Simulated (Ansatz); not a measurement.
Reaction: H3SO4+ (SMILES O=S(=O)(O)[OH2+]) → H3SO4+ (SMILES O=S(O)(O)=[OH+])
Each species at its own B3LYP-D3(BJ)/def2-TZVP minimum (Ansatz, an electronic-structure program), one conformer.

Quantity: isomerisation energy (electronic), in kcal/mol. UHF or UKS for unpaired electrons; spin-orbit terms are left out. CBS(X,Y): correlation extrapolated as X^-3, Hartree-Fock from the larger set. A bracket is a step between two methods taken in the basis named. The functionals are non-relativistic, so their misses hold any scalar relativity. Double hybrids freeze cores in their MP2 part. '+ core + X2C': CCSD(T) terms for core correlation (cc-pwCVTZ, 1s frozen past Ne) and scalar relativity (cc-pVTZ-DK).

CCSD(T)/CBS(cc-pV(T+d)Z,cc-pV(Q+d)Z) + [CCSDT(Q) - CCSD(T)]/cc-pV(D+d)Z + core + X2C (Ansatz) gives -14.9 kcal/mol.

Question: How far off this value is PBE/def2-TZVPD (Ansatz), in which direction, and which of these levels come nearer: r2SCAN/def2-TZVPD, PBE0/def2-TZVPD, wB97M-V/def2-TZVPD, B2PLYP/def2-TZVPD, CCSD(T)/CBS(cc-pV(T+d)Z,cc-pV(Q+d)Z) + core + X2C?

Answer: PBE gives -9.2 kcal/mol, 5.7 kcal/mol above it. Differences of the others: r2SCAN/def2-TZVPD (Ansatz) 2.8; PBE0/def2-TZVPD (Ansatz) -0.4; wB97M-V/def2-TZVPD (Ansatz) -0.6; B2PLYP/def2-TZVPD (Ansatz) 2.6; CCSD(T)/CBS(cc-pV(T+d)Z,cc-pV(Q+d)Z) + core + X2C (Ansatz) -0.4 kcal/mol. Nearer than PBE: r2SCAN/def2-TZVPD, PBE0/def2-TZVPD, wB97M-V/def2-TZVPD, B2PLYP/def2-TZVPD, CCSD(T)/CBS(cc-pV(T+d)Z,cc-pV(Q+d)Z) + core + X2C.
